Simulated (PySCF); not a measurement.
These are PBE-D3(BJ)/def2-TZVP // PBE0-D3(BJ)/def2-TZVP run with PySCF values and carry that method's errors. All species are isolated molecules in the gas phase. 

Reference species (SMILES): `N[SiH]=[SiH2]` (neutral, multiplicity 1).

* **HOMO**: -4.90 eV
* **HOMO–LUMO gap**: 2.50 eV

Changed species: `[SiH2]=N[SiH3]`.

Give the shifts of the HOMO and HOMO–LUMO gap.

the HOMO drops by 1.18 eV, to -6.08 eV; the HOMO–LUMO gap goes up by 0.65 eV, to 3.15 eV.
